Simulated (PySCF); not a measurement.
**Splitting trees**

Atom-mapped SMILES (the numbers label the heavy atoms): `[F:1]/[CH:2]=[CH:3]\[O:4]/[CH:5]=[C:6](/[F:7])[O:8][CH:9]([F:10])[F:11]` (H(Xn): hydrogen on atom n).

[PySCF 2.14.0 with density-fitted response routines: J: B3LYP/pcJ-1 (spin–dipole term only in couplings to heteroatoms); PBE0-D3(BJ)/def2-SVP structure; PBE0/pcSseg-1 with gauge-including orbitals; non-relativistic Hamiltonian; one conformer; isolated molecule; averaged over atoms made equivalent by symmetry, fast rotation or ring inversion]

δ = σ(ref) − σ, references computed at the same level: ¹³C, ¹H vs TMS; ¹⁹F against CFCl3.

Spectrometer: 500 MHz for ¹H. First-order analysis; couplings under 1 Hz (under 4 Hz in carbon signals) are ignored, and nearly equal couplings are merged; the smaller ones broaden or split the lines further.

Task: What pattern does C9 show in the proton-coupled ¹³C spectrum?

Result: A triplet of doublets at δ 117.4: 330.4 Hz to F10/F11 (2 × ¹⁹F, 1 bond away), 226.3 Hz to H(C9) (1 × ¹H, 1 bond away). Lines in Hz from the centre (relative intensity): +443.6 (1), +217.2 (1), +113.2 (2), -113.2 (2), -217.2 (1), -443.6 (1). The outer lines are 887.1 Hz apart, the sum of the couplings kept, or 7.056 ppm at this field.

Task: What pattern does H(C3) show (¹H)?

Result: A doublet of doublets of doublets at δ 5.47: 28.5 Hz to F1 (1 × ¹⁹F, 3 bonds away), 4.6 Hz to H(C2) (1 × ¹H, 3 bonds away), 1.7 Hz to F7 (1 × ¹⁹F, 5 bonds away). Lines in Hz from the centre (relative intensity): +17.4 (1), +15.7 (1), +12.8 (1), +11.1 (1), -11.1 (1), -12.8 (1), -15.7 (1), -17.4 (1). The outer lines are 34.8 Hz apart, the sum of the couplings kept, or 0.070 ppm at this field.

Task: What pattern does F10/F11 show (¹⁹F)?

Result: A doublet at δ -100.2: 82.8 Hz to H(C9) (1 × ¹H, 2 bonds away). Lines in Hz from the centre (relative intensity): +41.4 (1), -41.4 (1). The outer lines are 82.8 Hz apart, the sum of the couplings kept, or 0.176 ppm at this field.

Task: What pattern does H(C2) show (¹H)?

Result: A doublet of doublets at δ 6.15: 85.3 Hz to F1 (1 × ¹⁹F, 2 bonds away), 4.6 Hz to H(C3) (1 × ¹H, 3 bonds away). Lines in Hz from the centre (relative intensity): +45.0 (1), +40.4 (1), -40.4 (1), -45.0 (1). The outer lines are 89.9 Hz apart, the sum of the couplings kept, or 0.180 ppm at this field.

Unscaled 3J(H,H) at this level run about 10 % above measured values.
